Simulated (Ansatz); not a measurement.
C2H4O, SMILES `C[C]O` (lower singlet; C–C–O–H torsion 180°) (charge 0, multiplicity 1). This singlet lies 1.33 eV below the relaxed triplet at the level frozen-core CCSD(T)/cc-pVTZ // B3LYP-D3(BJ)/def2-TZVP (Ansatz, an electronic-structure program).

All values below come from PBE/cc-pVTZ // B3LYP-D3(BJ)/def2-TZVP run with Ansatz.

Ansatz 0.2 input:
```yaml
crystal:
  periodic: [false, false, false]
  atoms:
    - { symbol: C, position_ang: [-0.770647, -0.039361, -0.030841] }
    - { symbol: C, position_ang: [0.46549, -0.51166, -0.714212] }
    - { symbol: O, position_ang: [1.414891, 0.375329, -0.495399] }
    - { symbol: H, position_ang: [-0.677158, 0.911039, 0.506289] }
    - { symbol: H, position_ang: [-1.559834, 0.024517, -0.786985] }
    - { symbol: H, position_ang: [-1.094195, -0.833564, 0.649669] }
    - { symbol: H, position_ang: [2.221446, 0.0737, -0.93765] }
basis:
  gaussian: { orbitals: cc-pVTZ }
hamiltonian:
  xc: pbe
```

Output:

```
Functional definition: PBE
735 factors; their error is unknown
mean field evaluation 1: about -4171.9243 eV, gradient 6.3e1 eV
mean field evaluation 2: about -4161.3422 eV, gradient 9.1e1 eV
mean field evaluation 4: about -4179.9584 eV, gradient 9.8e0 eV
mean field evaluation 8: about -4180.1477 eV, gradient 1.7e-1 eV
mean field evaluation 16: about -4180.1270 eV, gradient 4.5e-5 eV
mean field -4180.12702081 eV, -153.6168346228 hartree, gradient 4.5e-5 eV, S^2 0.000000; 0 other end points of the search recorded, 0 dependent functions left out
reference -4180.12705208 eV, -153.6168357720 hartree; 12, 12 occupied and 134, 134 virtual orbitals, 735 factors
Total energy: -4180.12705208 eV, -153.6168357720 hartree
```
